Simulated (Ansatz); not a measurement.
Single points on Zr4O15H14, a hydroxylated oxide cluster.

```yaml
crystal:
  periodic: [false, false, false]
  atoms:
    - {symbol: Zr, position_ang: [0.827756, 0.437673, -0.017957]}
    - {symbol: Zr, position_ang: [-2.460075, -0.417619, -0.299998]}
    - {symbol: Zr, position_ang: [0.650179, -3.152125, -0.500894]}
    - {symbol: Zr, position_ang: [1.882985, 3.429114, 1.578790]}
    - {symbol: O, position_ang: [-3.281771, -2.193391, 0.084112]}
    - {symbol: O, position_ang: [-3.511814, 0.919614, 0.671124]}
    - {symbol: O, position_ang: [-1.022758, -3.735753, 0.267208]}
    - {symbol: O, position_ang: [-2.968645, -0.063307, -2.150786]}
    - {symbol: O, position_ang: [-0.434159, -1.171729, -1.123077]}
    - {symbol: O, position_ang: [-0.743839, 1.696443, -0.608089]}
    - {symbol: O, position_ang: [-0.883566, -0.365311, 1.185315]}
    - {symbol: O, position_ang: [0.762812, 4.030225, 0.094303]}
    - {symbol: O, position_ang: [1.928915, -4.498213, 0.066921]}
    - {symbol: O, position_ang: [0.709938, -3.255095, -2.479626]}
    - {symbol: O, position_ang: [1.701433, -1.526744, 0.410351]}
    - {symbol: O, position_ang: [1.947462, 0.826406, -1.556121]}
    - {symbol: O, position_ang: [1.613636, 1.472703, 1.454544]}
    - {symbol: O, position_ang: [1.179381, 4.086383, 3.271028]}
    - {symbol: O, position_ang: [3.749185, 3.904055, 1.297843]}
    - {symbol: H, position_ang: [-4.120168, -2.626836, -0.145293]}
    - {symbol: H, position_ang: [-4.159228, 1.638625, 0.663137]}
    - {symbol: H, position_ang: [-1.934505, -3.340498, 0.260785]}
    - {symbol: H, position_ang: [-2.833015, 0.517380, -2.914720]}
    - {symbol: H, position_ang: [-0.391486, -1.203951, -2.101068]}
    - {symbol: H, position_ang: [-1.312217, 2.109077, 0.072356]}
    - {symbol: H, position_ang: [-1.046165, -0.092676, 2.105579]}
    - {symbol: H, position_ang: [0.206241, 3.479001, -0.502147]}
    - {symbol: H, position_ang: [2.446272, -5.231439, 0.423118]}
    - {symbol: H, position_ang: [1.084466, -3.909170, -3.090209]}
    - {symbol: H, position_ang: [2.505297, -1.660554, 0.941422]}
    - {symbol: H, position_ang: [2.413771, 0.997103, -2.384335]}
    - {symbol: H, position_ang: [0.915998, 4.609885, 4.037737]}
    - {symbol: H, position_ang: [4.577673, 4.290703, 0.988635]}
basis:
  gaussian: {orbitals: def2-TZVP, fitting: {mean_field: def2-universal-jkfit}, initial_orbitals: start.molden}
hamiltonian: {xc: lda}
scf: {omitted_lower_state_checks: [starts]}
output: {orbitals: {seedname: orbitals}}
```

The file start.molden holds the orbitals of an earlier run on this structure, at another level or in another basis.

```sh
$ ansatz run in.yaml --threads 2 --pin off --events-out ev --progress --plain --max-ram 32768MiB --backend cuda --devices 0, --max-vram 18GiB
```

Shortened log:

```
Functional definition: SPW92
  name "SPW92"
  cite "Dirac, Proc. Camb. Phil. Soc. 26, 376 (1930) doi:10.1017/S0305004100016108"
  cite "Slater, Phys. Rev. 81, 385 (1951) doi:10.1103/PhysRev.81.385"
  cite "Perdew & Wang, Phys. Rev. B 45, 13244 (1992) doi:10.1103/PhysRevB.45.13244"
  exchange = slater_x
  correlation = pw_c
these checks for a lower state are left out or cut short: starts
2427 factors; integrals over basis functions are off by at most 9.2e-1 eV
mean field evaluation 1: about -35869.0225 eV, gradient 9.1e1 eV
mean field evaluation 2: about -35871.0435 eV, gradient 3.1e0 eV
mean field evaluation 4: about -35871.1045 eV, gradient 9.4e-2 eV
mean field evaluation 8: about -35871.1045 eV, gradient 1.1e-5 eV
mean field -35871.10448285 eV, -1318.2387754368 hartree, gradient 1.1e-5 eV, S^2 0.000000; 0 other end points of the search recorded, 0 dependent functions left out
reference -35871.10464470 eV, -1318.2387813847 hartree; 91, 91 occupied and 618, 618 virtual orbitals, 2427 factors
Total energy: -35871.10464470 eV, -1318.2387813847 hartree
Checks for a lower state left out: starts
```

It took 8.5 s on 2 threads of AMD EPYC 7R13 on a shared host and a share (18 GiB) of an NVIDIA H100 80GB HBM3, peak host memory 1 GiB.

Geometry: PBE-D4/def2-SVP.

In the def2 sets Zr takes a core potential; there is no spin–orbit coupling. Single mean-field runs in def2-TZVP are fitted with def2-universal-jkfit.
